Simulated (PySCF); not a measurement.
Two species compared at the same levels of theory.

First species: C6H14SSi2.
Numbering: `[SiH3:1][CH2:2][C@@H:3]1[CH2:4][C@@:5]12[CH2:6][C@@H:7]2[S:8][SiH3:9]` (hydrogens: H10, H11, H12 on Si1; H13, H14 on C2; H15 on C3; H16, H17 on C4; H18, H19 on C6; H20 on C7; H21, H22, H23 on Si9)

Second species: 3,4'-bipyridine, C10H8N2.
SMILES: `C1=CN=CC(C2=CC=NC=C2)=C1`

Levels: PBE0/pcSseg-1 for dipole moment, HOMO energy, LUMO energy and HOMO–LUMO gap; GFN2-xTB for rotational constant A and rotational constant C. Geometries: GFN2-xTB. Each structure is a single optimised conformer of the isolated species, non-relativistic unless stated. Electronic properties by PySCF.

The conformers computed, where there is a choice (atom-mapped SMILES and torsion angles):
- `[SiH3:1][CH2:2][C@@H:3]1[CH2:4][C@@:5]12[CH2:6][C@@H:7]2[S:8][SiH3:9]`: Si1–C2–C3–C4 157°, C6–C7–S8–Si9 -156°
- `[cH:1]1[cH:2][n:3][cH:4][c:5](-[c:6]2[cH:7][cH:8][n:9][cH:10][cH:11]2)[cH:12]1`: C4–C5–C6–C7 -139°

Question: Which has the higher rotational constant C?

Answer: The first: 0.525 GHz against 0.487 GHz, a difference of 0.038 GHz.

Question: Which of the two has the higher HOMO–LUMO gap, and by how much?

Answer: The first: 7.01 eV against 5.84 eV, a difference of 1.17 eV.

Question: Which has the higher rotational constant A?

Answer: The second: 3.023 GHz against 1.298 GHz, a difference of 1.725 GHz.

Question: Which has the higher LUMO energy?

Answer: The first: 0.26 eV against -1.60 eV, a difference of 1.86 eV.

Question: Which of the two has the higher HOMO energy, and by how much?

Answer: The first: -6.75 eV against -7.44 eV, a difference of 0.69 eV.

Question: Which of the two has the higher dipole moment, and by how much?

Answer: The second: 2.35 D against 1.61 D, a difference of 0.74 D.

On the first: The dipole matches unit charges of opposite sign 0.33 Å apart (1 e·Å = 4.8032 D). A dipole of 1.61 D is allowed in C1, and pure rotational transitions are dipole-allowed.

On the second: In atomic units the dipole is 0.93 e·bohr (1 au = 2.5417 D).
